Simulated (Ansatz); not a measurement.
Consider the substitution at a C–C bond: `CCCCCC` + `[NH2][SnH3]` → `CC[NH][SnH3]` + `CCCC`.

Gas-phase electronic energies from Ansatz, PBE0-D4/def2-TZVP geometries. CCSD(T)/CBS is the MP2 limit (def2-TZVPP, def2-QZVPP) plus CCSD(T) − MP2 in def2-TZVPP, frozen cores. Functionals use def2-TZVPP. B3LYP here is the variant with VWN-RPA as its local correlation; programs differ in this. def2 core potentials past Kr. For Sn outer-core shells are correlated without core-valence functions, which leaves a few kJ/mol of doubt a bond. One conformer a species, not always the lowest.

```
             level  ΔE (kJ/mol)  difference from CCSD(T)/CBS
            PBE-D4         25.6                         -3.3
         r2SCAN-D4         27.5                         -1.4
           PBE0-D4         27.7                         -1.2
          B3LYP-D4         24.8                         -4.1
           ωB97X-V         28.2                         -0.7
           ωB97M-V         30.4                          1.5
            B2PLYP         23.5                         -5.4
               PBE         21.5                         -7.4
            r2SCAN         25.9                         -3.0
              PBE0         24.0                         -4.9
             B3LYP         18.9                        -10.0
     HF/def2-TZVPP         18.6                        -10.3
    MP2/def2-TZVPP         31.6                          2.7
SCS-MP2/def2-TZVPP         28.2                         -0.7
   CCSD/def2-TZVPP         28.9                          0.0
CCSD(T)/def2-TZVPP         29.7                          0.8
     HF/def2-QZVPP         18.2                        -10.7
    MP2/def2-QZVPP         31.0                          2.1
SCS-MP2/def2-QZVPP         27.7                         -1.2
      HF/CBS(def2)         18.1                        -10.8
     MP2/CBS(def2)         30.8                          1.9
    CCSD/CBS(def2)         28.1                         -0.8
       CCSD(T)/CBS         28.9                            0
```

Largest T1 diagnostic among the species: 0.013.

In def2-TZVPP, CCSD(T) changes the Hartree–Fock value by +11.1 kJ/mol (the triples alone add +0.8 kJ/mol) and MP2 by +13.0 kJ/mol. The D4 term adds +5.9 kJ/mol with B3LYP and +3.7 kJ/mol with PBE0; it sums over pairs of atoms, weighted by their polarisabilities, and B3LYP, whose exchange is more repulsive, gets the larger term.
